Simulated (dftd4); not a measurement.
Br2Hg, singlet, at a GFN2-xTB geometry (such geometries of metal compounds can be far from the true shape); D4 for revpbe (dftd4).

Here is a job for dftd4.
```
$ dftd4 mol.xyz --func revpbe --charge 0 --json dftd4.json --noedisp --property

# file mol.xyz
3

Hg     0.00000000     0.00000000     0.00000000
Br     0.00000000     0.00000000     2.42322459
Br    -0.00000000    -0.00000000    -2.42322459
```

It wrote (shortened):

```
                    ____  _____ _____     ____  _  _
      -------------|  _ \|  ___|_   _|---|  _ \| || |------------
     |             | | | | |_    | | ___ | | | | || |_           |
     |             | |_| |  _|   | ||___|| |_| |__   _|          |
     |             |____/|_|     |_|     |____/   |_|            |
     |             ===================================           |
     |            E. Caldeweyher, S. Ehlert & S. Grimme          |
     |          Mulliken Center for Theoretical Chemistry        |
     |                    University of Bonn                     |
      -----------------------------------------------------------

Rational (Becke-Johnson) damping: revpbe-D4-ATM
---------------------
  s6         1.0000
  s8         1.7468
  s9         1.0000
  a1         0.5363
  a2         3.0726
 alp        16.0000
--------------------

Atomic data, radii in Ångström:
------------------------------------------------------
   Z          R(cov)      r4/r2   hardness         EN
------------------------------------------------------
  80 Hg       1.7600     3.0610     0.4858     2.0000
  35 Br       1.5200     2.4294     0.4345     2.9600
------------------------------------------------------

Atomic reference systems (in atomic units):
----------------------------------------------------------------------------
   Z        #      CN     q+Z       C6(AA)   #      CN     q+Z       C6(AA)
----------------------------------------------------------------------------
  80 Hg     1  0.0000 20.0000     365.1797   2  1.8952 20.1199     278.0578
  35 Br     1  0.0000 35.0000     167.8010   2  0.8714 34.8551     184.6349
----------------------------------------------------------------------------

Atomic properties (in atomic units):
----------------------------------------------------------------------------
     #    Z              CN          q      C6(AA)        C8(AA)   alpha(0)
----------------------------------------------------------------------------
     1   80 Hg       1.6878     0.5389    246.5888    24752.9672    27.3796
     2   35 Br       0.8439    -0.2694    187.9218    11882.1065    22.1166
     3   35 Br       0.8439    -0.2694    187.9218    11882.1065    22.1166
----------------------------------------------------------------------------

Molecular properties (in atomic units):
----------------------------------------
 molecular C6                1856.5194
 molecular C8              140656.1110
----------------------------------------

Dispersion energy:      -6.4093849197896E-03 Eh

[Info] JSON dump of results written to 'dftd4.json'
```
